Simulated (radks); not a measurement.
The numbers below are computed, except where a source is named.
All-electron atom: Pd I in [Kr] 4d9 5s1 (not the ground configuration).

Level of theory: Dirac Kohn-Sham, BP86, spin-unpolarised, spherical densities, finite nucleus; open shells fill j = l - 1/2 first; Fermi nuclear charge, rms radius 4.5318 fm (a radial shooting solver on a logarithmic mesh with Libxc functionals).

Energy parts (eV):
part                       energy
total                 -137357.419
kinetic                143465.165
electron-nucleus      -332777.980
Hartree                 55902.853
exchange-correlation    -3947.458

Orbitals (lengths in bohr, moments of r in powers of bohr; r(max) is where P^2 peaks):
\begin{tabular}{lrrr}
orbital & occ. & eigenvalue (eV) & r(max) \\ \hline
1s1/2 & 2 & -24159.98 & 0.02065 \\
2s1/2 & 2 & -3529.630 & 0.1169 \\
2p1/2 & 2 & -3274.325 & 0.09050 \\
2p3/2 & 4 & -3114.854 & 0.09467 \\
3s1/2 & 2 & -639.3400 & 0.3420 \\
3p1/2 & 2 & -538.5665 & 0.3285 \\
3p3/2 & 4 & -510.7747 & 0.3383 \\
3d3/2 & 4 & -332.3154 & 0.2807 \\
3d5/2 & 6 & -326.7747 & 0.2835 \\
4s1/2 & 2 & -88.8019 & 0.8507 \\
4p1/2 & 2 & -57.6407 & 0.8920 \\
4p3/2 & 4 & -53.1637 & 0.9169 \\
4d3/2 & 4 & -7.0938 & 1.082 \\
4d5/2 & 5 & -6.6242 & 1.093 \\
5s1/2 & 1 & -4.5415 & 2.568 \\
\end{tabular}

The highest occupied level is 5s1/2 at -4.541 eV. Summed over all electrons, <r^2> = 49.67 bohr^2, which gives a Langevin (diamagnetic) susceptibility term of -39.3 x 10^-6 cm^3/mol.
